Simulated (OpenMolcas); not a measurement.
**N, As, Sb, Bi: ns2 np3 down the group**

* Program: OpenMolcas 26.06
* Method: CASSCF
* Basis: ANO-RCC-VTZP
* Scalar Hamiltonian: DKH2, point nucleus
* Spin-orbit coupling: RASSI with atomic mean-field integrals over the reference wave functions, term energies averaged over their components

Active space for each ion: 5 electrons in 4 orbitals (s p).

Computed levels in cm-1 above 4S* 3/2:

```csv
Level,N,As,Sb,Bi
2D* 3/2,23338,14603,12301,12285
2D* 5/2,23339,14887,13613,16966
2P* 3/2,31046,21377,20550,31794
2P* 1/2,31049,21058,18920,23023
weight of 4S* in the lowest level (%),100,100,98,75
```

Mixed levels, with the weight of the term that names them: Bi 2D* 3/2 (66 %), Bi 2P* 3/2 (66 %).

Measured, with the error of the calculation in %. Measured levels: N, As, Sb, Bi from NIST Handbook of Basic Atomic Spectroscopic Data.

```tsv
Level	N	As	Sb	Bi
2D* 3/2	19233 (+21.3)	10593 (+37.9)	8512 (+44.5)	11419 (+7.6)
2D* 5/2	19224 (+21.4)	10915 (+36.4)	9854 (+38.1)	15438 (+9.9)
2P* 3/2	28839 (+7.7)	18648 (+14.6)	18464 (+11.3)	33165 (-4.1)
2P* 1/2	28839 (+7.7)	18186 (+15.8)	16395 (+15.4)	21661 (+6.3)
```

Without spin-orbit coupling 2D* lies 23338, 14816, 13199, 12694 cm-1 above 4S* in that order; the difference to the level 2D* 3/2, of either sign, comes from spin-orbit coupling, which also lowers the zero.

Terms from blocks run as CI alone lack orbitals of their own. Without dynamic correlation excited terms often stand tens of per cent too high (terms of higher spin than the ground term too low), and those without a measured partner can miss by more than the paired ones (holds for N; As). Some high roots are left out of the spin-orbit mixing, which shifts the levels that they would mix with (holds for Bi). Computed and measured levels are paired by configuration, term and J; levels that our copy of the source lacks, or whose pairing is in doubt (as where it misses far off the trend of its configuration), stay unpaired and out of the deviations. Levels of configurations outside the active space are missing.

* marks odd parity.
